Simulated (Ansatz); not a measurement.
Ta₃S₈ was relaxed with PBE-D4 (def2-SVP) in Ansatz in these states: neutral doublet, neutral quartet. The geometries follow in no particular order.

In the def2 sets Ta takes a core potential; there is no spin–orbit coupling.

A:

Cartesian coordinates in Å:
```
Ta -1.224 0.205 1.091
Ta 1.817 0.551 0.459
Ta -0.374 -0.794 -1.745
S 0.817 -0.933 2.005
S -1.716 1.079 -1.206
S 0.182 2.244 0.703
S -2.849 0.480 2.538
S 1.991 -0.331 -1.777
S 3.669 1.304 1.384
S -1.237 -1.710 -3.553
S -1.076 -2.095 0.101
```

B:

```xyz
11

Ta    0.6294   -0.6186    1.3469
Ta    0.2778   -1.0584   -1.7130
Ta   -0.7778    1.8730    0.1276
S    -1.0860   -2.0377   -0.0455
S     1.1627    1.7412    1.4537
S     2.2186   -1.1917   -0.3882
S     1.2475   -1.5597    3.1995
S    -0.4397    1.1943   -2.1545
S     0.4212   -2.3045   -3.4971
S    -1.7759    3.8008    0.3342
S    -1.8776    0.1613    1.3366
```

Q: Judge from the bond lengths which geometry belongs to which state (an estimate).

A: A is the neutral quartet (Ta2–Ta3 3.386 Å, Ta1–S4 2.509 Å, Ta1–S11 2.509 Å); B is the neutral doublet (Ta2–Ta3 3.619 Å, Ta1–S4 2.626 Å, Ta1–S11 2.626 Å).

At PBE0-D4/def2-SVP a doublet lies 1.50 eV below the neutral quartet.
